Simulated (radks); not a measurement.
Ag2+, configuration [Kr] 4d8 5s1 (not the ground configuration). Calculated with a radial shooting solver on a logarithmic mesh with Libxc functionals: Dirac Kohn-Sham, PBE, spin-unpolarised, spherical densities, point nucleus; open shells are shared between the two j in proportion to 2j + 1.

Unscreened Slater integrals over Kohn-Sham orbitals (eV). Large and small components are both included.

\begin{tabular}{lr}
integral & value \\ \hline
F0(5s1/2,5s1/2) & 9.9763 \\
F0(5s1/2,4d5/2) & 12.069 \\
G2(5s1/2,4d5/2) & 1.9831 \\
F0(5s1/2,4d3/2) & 12.091 \\
G2(5s1/2,4d3/2) & 1.9263 \\
F0(5s1/2,4p3/2) & 12.473 \\
G1(5s1/2,4p3/2) & 0.86761 \\
F0(4d5/2,4d5/2) & 19.368 \\
F2(4d5/2,4d5/2) & 9.6717 \\
F4(4d5/2,4d5/2) & 6.3324 \\
F0(4d5/2,4d3/2) & 19.478 \\
F2(4d5/2,4d3/2) & 9.7268 \\
G2(4d5/2,4d3/2) & 9.7215 \\
G4(4d5/2,4d3/2) & 6.3664 \\
F0(4d5/2,4p3/2) & 21.526 \\
F2(4d5/2,4p3/2) & 10.676 \\
G1(4d5/2,4p3/2) & 13.472 \\
G3(4d5/2,4p3/2) & 8.2484 \\
F0(4d3/2,4d3/2) & 19.590 \\
F2(4d3/2,4d3/2) & 9.7847 \\
F0(4d3/2,4p3/2) & 21.678 \\
F2(4d3/2,4p3/2) & 10.785 \\
G1(4d3/2,4p3/2) & 13.639 \\
G3(4d3/2,4p3/2) & 8.3548 \\
F0(4p3/2,4p3/2) & 24.548 \\
F2(4p3/2,4p3/2) & 12.877 \\
\end{tabular}
